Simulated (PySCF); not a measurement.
## Atomic charges against the basis set

Species: CH₅BFNO.
Numbering: `[NH2:1][BH:2][O:3][CH2:4][F:5]` (hydrogens: H6, H7 on N1; H8 on B2; H9, H10 on C4)

PBE0 throughout (PySCF), one geometry, spherical d and f functions. Isolated species at its PBE0-D3(BJ)/def2-SVP geometry (one conformer only). Atoms taken as equivalent share a column and are averaged. The first 7 of 8 kinds of atom are listed.

Mulliken charges (e):

| basis | functions | N1 | B2 | O3 | C4 | F5 | H6/H7 | H8 |
| --- | --- | --- | --- | --- | --- | --- | --- | --- |
| STO-3G | 30 | -0.480 | +0.286 | -0.263 | +0.067 | -0.119 | +0.205 | -0.062 |
| 6-31G | 55 | -0.864 | +0.553 | -0.546 | +0.202 | -0.341 | +0.343 | -0.041 |
| pcSseg-0 | 55 | -0.875 | +0.581 | -0.685 | +0.253 | -0.385 | +0.329 | +0.008 |
| 6-31G* | 80 | -0.812 | +0.371 | -0.431 | +0.226 | -0.343 | +0.355 | -0.039 |
| cc-pVDZ | 95 | -0.054 | -0.024 | -0.208 | +0.316 | -0.247 | +0.099 | -0.060 |
| def2-SVP | 95 | -0.162 | +0.030 | -0.270 | +0.393 | -0.283 | +0.136 | -0.049 |
| aug-cc-pVDZ | 160 | -0.024 | -0.265 | -0.452 | +1.298 | -0.445 | -0.012 | +0.504 |
| 6-311+G(2d,p) | 165 | -0.703 | +0.628 | -0.506 | +0.069 | -0.288 | +0.256 | -0.004 |
| def2-TZVP | 185 | -0.494 | +0.177 | -0.289 | +0.131 | -0.234 | +0.248 | -0.003 |
| cc-pVTZ | 220 | -0.249 | +0.051 | -0.219 | +0.218 | -0.228 | +0.164 | -0.029 |
| IGLO-III | 225 | -0.550 | +0.528 | -0.416 | +0.119 | -0.272 | +0.213 | -0.081 |

IAO charges (e):

```json
{"basis": "STO-3G", "functions": "30", "N1": "-0.484", "B2": "+0.197", "O3": "-0.269", "C4": "+0.030", "F5": "-0.152", "H6/H7": "+0.226", "H8": "-0.011"}
{"basis": "6-31G", "functions": "55", "N1": "-0.584", "B2": "+0.246", "O3": "-0.382", "C4": "+0.165", "F5": "-0.311", "H6/H7": "+0.281", "H8": "+0.002"}
{"basis": "pcSseg-0", "functions": "55", "N1": "-0.545", "B2": "+0.225", "O3": "-0.378", "C4": "+0.182", "F5": "-0.305", "H6/H7": "+0.270", "H8": "-0.006"}
{"basis": "6-31G*", "functions": "80", "N1": "-0.583", "B2": "+0.279", "O3": "-0.403", "C4": "+0.227", "F5": "-0.321", "H6/H7": "+0.274", "H8": "-0.012"}
{"basis": "cc-pVDZ", "functions": "95", "N1": "-0.571", "B2": "+0.253", "O3": "-0.395", "C4": "+0.225", "F5": "-0.323", "H6/H7": "+0.275", "H8": "-0.007"}
{"basis": "def2-SVP", "functions": "95", "N1": "-0.562", "B2": "+0.254", "O3": "-0.392", "C4": "+0.230", "F5": "-0.324", "H6/H7": "+0.271", "H8": "-0.012"}
{"basis": "aug-cc-pVDZ", "functions": "160", "N1": "-0.599", "B2": "+0.263", "O3": "-0.402", "C4": "+0.224", "F5": "-0.336", "H6/H7": "+0.285", "H8": "-0.004"}
{"basis": "6-311+G(2d,p)", "functions": "165", "N1": "-0.603", "B2": "+0.270", "O3": "-0.406", "C4": "+0.223", "F5": "-0.337", "H6/H7": "+0.286", "H8": "-0.005"}
{"basis": "def2-TZVP", "functions": "185", "N1": "-0.601", "B2": "+0.273", "O3": "-0.407", "C4": "+0.230", "F5": "-0.337", "H6/H7": "+0.284", "H8": "-0.006"}
{"basis": "cc-pVTZ", "functions": "220", "N1": "-0.599", "B2": "+0.271", "O3": "-0.406", "C4": "+0.228", "F5": "-0.334", "H6/H7": "+0.284", "H8": "-0.007"}
{"basis": "IGLO-III", "functions": "225", "N1": "-0.605", "B2": "+0.272", "O3": "-0.407", "C4": "+0.225", "F5": "-0.337", "H6/H7": "+0.286", "H8": "-0.005"}
```

Some averages cover members that differ in this geometry, most widely: H6/H7, Mulliken in aug-cc-pVDZ -0.073 to +0.049 e.

Question: Which scheme is steadiest as the basis changes?

Answer: Largest range over the bases for any column: IAO 0.20 e, Mulliken 1.23 e. IAO charges move least and Mulliken charges most, counted in e. Without the minimal STO-3G basis the ranges are IAO 0.07, Mulliken 1.23 e.

Question: How much do the charges still move between the two largest bases, cc-pVTZ and IGLO-III?

Answer: At most, over all atoms: Mulliken 0.478 e, IAO 0.006 e.

Question: What do the same runs give for the total energy, the frontier levels and the dipole moment?

Answer: 
| basis | energy (Eh) | HOMO (eV) | LUMO (eV) | μ (D) |
| --- | --- | --- | --- | --- |
| STO-3G | -291.5674 | -4.92 | 4.95 | 1.96 |
| 6-31G | -295.4520 | -7.91 | 1.37 | 2.15 |
| pcSseg-0 | -294.8613 | -8.06 | 1.33 | 2.22 |
| 6-31G* | -295.5290 | -7.77 | 1.55 | 1.84 |
| cc-pVDZ | -295.5560 | -7.85 | 1.28 | 1.83 |
| def2-SVP | -295.3216 | -7.97 | 1.22 | 1.91 |
| aug-cc-pVDZ | -295.5835 | -8.17 | -0.11 | 1.68 |
| 6-311+G(2d,p) | -295.6400 | -8.19 | 0.11 | 1.72 |
| def2-TZVP | -295.6672 | -8.15 | 0.80 | 1.71 |
| cc-pVTZ | -295.6555 | -8.09 | 0.93 | 1.73 |
| IGLO-III | -295.6741 | -8.17 | 0.56 | 1.69 |

The dipole is fixed by the density alone, so its range of 0.54 D shows that the density itself changes with the basis, not only its division among atoms.
